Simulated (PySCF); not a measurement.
**Excitation energy of Zr²⁺ by level of theory**

Zr²⁺ [Kr] 4d2 (3F) → Zr²⁺ [Kr] 4d1 5s1 (3D), as a difference of total energies. All numbers are calculated (PySCF 2.14, scalar relativity by spin-free X2C-1e, in ANO-RCC-VTZP). Correlated levels: valence: [Kr] frozen. The calculations carry no spin-orbit coupling.

| method | excitation energy (eV) |
| --- | --- |
| UHF | 2.319 |
| MP2 (valence) | 2.303 |
| SCS-MP2 (valence) | 2.314 |
| CCSD (valence) | 2.290 |

A first-order spin-orbit estimate (lowest level to lowest level, LS coupling) adds 0.022 eV.

The basis was made for the ground configuration and has no added diffuse functions, so the excitation energy can come out too high.

With two correlated electrons CCSD is exact in that space.
